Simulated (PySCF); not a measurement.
C₆H₁₁O₃ (SMILES COC[C](C)OC(C)=O), doublet, at a GFN2-xTB geometry; SCAN/STO-3G run with PySCF.

Input for PySCF:
```python
from pyscf import gto, scf, dft

mol = gto.M(
    atom='''
C    -3.64704620    0.84250115    0.24757742
O    -2.45731665    0.27561596   -0.23435976
C    -1.40572874    0.30957092    0.71566398
C    -0.20204965   -0.36150837    0.15452191
C    -0.26984102   -1.72890613   -0.40293118
O     0.91144793    0.41142564    0.16019208
C     2.15291385   -0.00165683   -0.17081730
C     3.10489892    1.16590049   -0.10965003
O     2.45355281   -1.13417882   -0.46968365
H    -4.37716852    0.75751537   -0.55443718
H    -3.51063965    1.89984229    0.50677146
H    -4.01306744    0.30836134    1.13404066
H    -1.15724986    1.34781413    0.98094256
H    -1.74495199   -0.20780327    1.63461689
H    -1.30758950   -2.04780393   -0.41638988
H     0.32524701   -2.43332566    0.18418372
H     0.13082520   -1.75917778   -1.41728515
H     2.92668493    1.82123484   -0.96046496
H     4.12583074    0.79931863   -0.14860311
H     2.94172371    1.73571410    0.80124706
''',
    basis='sto-3g',
    spin=1,
    verbose=4,
)

mf = dft.UKS(mol)
mf.xc = 'scan'
mf.kernel()
mf.analyze()
```

What the program printed (banner, timings and long lists left out):

```
PySCF version 2.14.0

[INPUT] verbose = 4
[INPUT] num. atoms = 20
[INPUT] num. electrons = 71
[INPUT] charge = 0
[INPUT] spin (= nelec alpha-beta = 2S) = 1
[INPUT] symmetry False subgroup None
[INPUT] Mole.unit = angstrom
[INPUT] Symbol           X                Y                Z      unit          X                Y                Z       unit  Magmom
[...]
nuclear repulsion = 464.22050791863
number of shells = 38
number of NR pGTOs = 168
number of NR cGTOs = 56
basis = sto-3g
ecp = {}

******** <class 'pyscf.dft.uks.UKS'> ********
method = UKS
initial guess = minao
damping factor = 0
level_shift factor = 0
DIIS = <class 'pyscf.scf.diis.CDIIS'>
diis_start_cycle = 1
diis_space = 8
diis_damp = 0
SCF conv_tol = 1e-09
SCF conv_tol_grad = None
SCF max_cycles = 50
direct_scf = True
direct_scf_tol = 1e-13
number electrons alpha = 36  beta = 35
XC library pyscf.dft.libxc version 7.1.2
    S. Lehtola, C. Steigemann, M. J. T. Oliveira, and M. A. L. Marques,  SoftwareX 7, 1–5 (2018)
XC functionals = scan
    J. Sun, A. Ruzsinszky, and J. P. Perdew,  Phys. Rev. Lett. 115, 036402 (2015)
    J. Sun, A. Ruzsinszky, and J. P. Perdew,  Phys. Rev. Lett. 115, 036402 (2015)
radial grids:
    Treutler-Ahlrichs [JCP 102, 346 (1995); DOI:10.1063/1.469408] (M4) radial grids

becke partition: Becke, JCP 88, 2547 (1988); DOI:10.1063/1.454033
pruning grids: <function nwchem_prune>
grids dens level: 3
symmetrized grids: False
atomic radii adjust function: <function treutler_atomic_radii_adjust>
small_rho_cutoff = 0
Set gradient conv threshold to 3.16228e-05
tot grids = 234848
init E= -455.925710039409

cycle= 1 E= -454.531646554882  delta_E= 1.39  |g|= 0.582  |ddm|= 4.09
cycle= 2 E= -453.434630372845  delta_E=  1.1  |g|= 1.49  |ddm|= 2.46
cycle= 3 E= -454.611966223324  delta_E= -1.18  |g|= 0.471  |ddm|= 2.14
cycle= 4 E= -454.751230623039  delta_E= -0.139  |g|= 0.104  |ddm|= 0.85
cycle= 5 E= -454.757585492551  delta_E= -0.00635  |g|= 0.0301  |ddm|= 0.143
cycle= 6 E= -454.758218609627  delta_E= -0.000633  |g|= 0.00756  |ddm|= 0.0498
cycle= 7 E= -454.758269089438  delta_E= -5.05e-05  |g|= 0.00296  |ddm|= 0.0162
cycle= 8 E= -454.758277192137  delta_E= -8.1e-06  |g|= 0.00102  |ddm|= 0.00615
cycle= 9 E= -454.758279128129  delta_E= -1.94e-06  |g|= 0.000354  |ddm|= 0.00402
cycle= 10 E= -454.758279258456  delta_E= -1.3e-07  |g|= 0.000213  |ddm|= 0.00101
cycle= 11 E= -454.758279308691  delta_E= -5.02e-08  |g|= 5.63e-05  |ddm|= 0.000508
cycle= 12 E= -454.758279315233  delta_E= -6.54e-09  |g|= 2.04e-05  |ddm|= 0.000253
cycle= 13 E= -454.758279315636  delta_E= -4.04e-10  |g|= 1.23e-05  |ddm|= 5.59e-05
Extra cycle  E= -454.758279315572  delta_E= 6.42e-11  |g|= 1.84e-05  |ddm|= 4.58e-05
converged SCF energy = -454.758279315572  <S^2> = 0.75737777  2S+1 = 2.0073642
**** SCF Summaries ****
Total Energy =                        -454.758279315572111
Nuclear Repulsion Energy =             464.220507918630290
One-electron Energy =                -1542.915403893407074
Two-electron Energy =                  623.936616659204674
Two-electron Coulomb Energy =          686.407177317496348
DFT Exchange-Correlation Energy =      -62.470560658291639
**** MO energy ****
                             alpha | beta                alpha | beta
[...]
To work with the spin densities directly, `use mulliken_meta_spin()` only printing them here.

 ** Mulliken spin pop alpha/beta on meta-lowdin orthogonal AOs **
 ** Mulliken Spin Density (per AO)  **
spin_pop of  0 C 1s       -0.00000
spin_pop of  0 C 2s       -0.00004
spin_pop of  0 C 2px       0.00233
spin_pop of  0 C 2py      -0.00004
spin_pop of  0 C 2pz       0.00038
spin_pop of  1 O 1s        0.00000
spin_pop of  1 O 2s        0.00314
spin_pop of  1 O 2px       0.01202
spin_pop of  1 O 2py       0.00010
spin_pop of  1 O 2pz       0.01638
spin_pop of  2 C 1s        0.00000
spin_pop of  2 C 2s       -0.01081
spin_pop of  2 C 2px      -0.01911
spin_pop of  2 C 2py      -0.01004
spin_pop of  2 C 2pz      -0.01665
spin_pop of  3 C 1s       -0.00003
spin_pop of  3 C 2s        0.04841
spin_pop of  3 C 2px       0.04872
spin_pop of  3 C 2py       0.11118
spin_pop of  3 C 2pz       0.58133
spin_pop of  4 C 1s        0.00000
spin_pop of  4 C 2s       -0.01145
spin_pop of  4 C 2px      -0.00643
spin_pop of  4 C 2py      -0.02891
spin_pop of  4 C 2pz      -0.01716
spin_pop of  5 O 1s        0.00000
spin_pop of  5 O 2s        0.00289
spin_pop of  5 O 2px      -0.00699
spin_pop of  5 O 2py       0.00461
spin_pop of  5 O 2pz       0.05476
spin_pop of  6 C 1s       -0.00000
spin_pop of  6 C 2s        0.00013
spin_pop of  6 C 2px      -0.00181
spin_pop of  6 C 2py      -0.00150
spin_pop of  6 C 2pz       0.00983
spin_pop of  7 C 1s       -0.00000
spin_pop of  7 C 2s       -0.00070
spin_pop of  7 C 2px      -0.00111
spin_pop of  7 C 2py      -0.00127
spin_pop of  7 C 2pz      -0.00023
spin_pop of  8 O 1s       -0.00000
spin_pop of  8 O 2s        0.00170
spin_pop of  8 O 2px       0.00396
spin_pop of  8 O 2py       0.00627
spin_pop of  8 O 2pz       0.11206
spin_pop of  9 H 1s        0.00082
spin_pop of  10 H 1s       -0.00013
spin_pop of  11 H 1s       -0.00026
spin_pop of  12 H 1s        0.00368
spin_pop of  13 H 1s        0.03358
spin_pop of  14 H 1s        0.00351
spin_pop of  15 H 1s        0.04019
spin_pop of  16 H 1s        0.03085
spin_pop of  17 H 1s        0.00135
spin_pop of  18 H 1s        0.00004
spin_pop of  19 H 1s        0.00044
 ** Mulliken Spin Density (per atom)  **
spin density of  0 C =      0.00263
spin density of  1 O =      0.03164
spin density of  2 C =     -0.05660
spin density of  3 C =      0.78961
spin density of  4 C =     -0.06395
spin density of  5 O =      0.05527
spin density of  6 C =      0.00665
spin density of  7 C =     -0.00331
spin density of  8 O =      0.12399
spin density of  9 H =      0.00082
spin density of  10 H =     -0.00013
spin density of  11 H =     -0.00026
spin density of  12 H =      0.00368
spin density of  13 H =      0.03358
spin density of  14 H =      0.00351
spin density of  15 H =      0.04019
spin density of  16 H =      0.03085
spin density of  17 H =      0.00135
spin density of  18 H =      0.00004
spin density of  19 H =      0.00044
 ** Mulliken pop alpha/beta on meta-lowdin orthogonal AOs **
 ** Mulliken pop       alpha | beta **
In total            36.00000 | 35.00000
 ** Mulliken atomic charges   ( Nelec_alpha | Nelec_beta ) **
charge of  0C =     -0.04713  (     3.02488      3.02225 )
charge of  1O =     -0.15790  (     4.09477      4.06313 )
charge of  2C =      0.00262  (     2.97039      3.02699 )
charge of  3C =      0.04377  (     3.37292      2.58331 )
charge of  4C =     -0.15132  (     3.04369      3.10763 )
charge of  5O =     -0.07271  (     4.06399      4.00872 )
charge of  6C =      0.15863  (     2.92401      2.91736 )
charge of  7C =     -0.17001  (     3.08335      3.08666 )
charge of  8O =     -0.17624  (     4.15011      4.02612 )
charge of  9H =      0.05384  (     0.47349      0.47267 )
charge of  10H =      0.03458  (     0.48265      0.48278 )
charge of  11H =      0.03385  (     0.48295      0.48320 )
charge of  12H =      0.03957  (     0.48205      0.47837 )
charge of  13H =      0.03254  (     0.50052      0.46694 )
charge of  14H =      0.06366  (     0.46992      0.46642 )
charge of  15H =      0.05941  (     0.49039      0.45020 )
charge of  16H =      0.06096  (     0.48495      0.45409 )
charge of  17H =      0.06405  (     0.46865      0.46730 )
charge of  18H =      0.06466  (     0.46769      0.46765 )
charge of  19H =      0.06319  (     0.46863      0.46818 )
Dipole moment(X, Y, Z, Debye): -0.69502,  1.25539,  1.12227
```
